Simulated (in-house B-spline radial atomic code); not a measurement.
# Binding energies in W XVII (W16+)

NIST's tabulated ground configuration is [Kr] 4d10 4f11 5s1; each binding energy is the energy of the ion with one electron taken from that subshell, relaxed, less that of the parent. Level of theory: Dirac-Hartree-Fock, average of configuration, Fermi nucleus of rms radius 5.3658 fm; calculated with a B-spline radial code for spherical atoms. Energies include first-order Breit, QED and recoil terms.

| subshell | X-ray name | binding energy (eV) | -ε (eV) | relaxation (eV) |
| --- | --- | --- | --- | --- |
| 2p1/2 | L2 | 11929.4 | 12018.9 | 47.1 |
| 2p3/2 | L3 | 10591.7 | 10663.2 | 44.0 |
| 3p1/2 | M2 | 2959.9 | 2989.2 | 21.1 |
| 3p3/2 | M3 | 2666.7 | 2691.3 | 19.6 |
| 3d3/2 | M4 | 2254.3 | 2279.7 | 22.2 |
| 3d5/2 | M5 | 2191.9 | 2215.6 | 21.6 |
| 4p1/2 | N2 | 865.2 | 872.1 | 5.1 |
| 4p3/2 | N3 | 795.1 | 800.4 | 4.4 |
| 4d3/2 | N4 | 623 | 627.8 | 4.2 |
| 4d5/2 | N5 | 609.8 | 614.1 | 4.0 |
| 4f | N6,7 | 392.7 | 396.4 | 3.8 |
| 5s | O1 | 385 | 386.0 | 0.4 |

Relaxation = -ε minus the binding energy without Breit, QED and recoil terms.

Emission lines follow as differences of binding energies, with λ = 12398.42 eV·Å / E:

```
 line          holes  energy (eV)  wavelength (Å)
L3-M5  2p3/2 → 3d5/2       8399.8           1.476
L2-M4  2p1/2 → 3d3/2       9675.1          1.2815
L2-N4  2p1/2 → 4d3/2      11306.4          1.0966
```

**Question.** What does it cost to remove both a 2p3/2 and a 4d5/2 electron?

**Answer.** 11251 eV, which is 49.92 eV more than the two single binding energies together.

**Question.** What does it cost to remove both a 3p3/2 and a 4p1/2 electron?

**Answer.** 3581.2 eV, which is 49.3 eV more than the two single binding energies together.
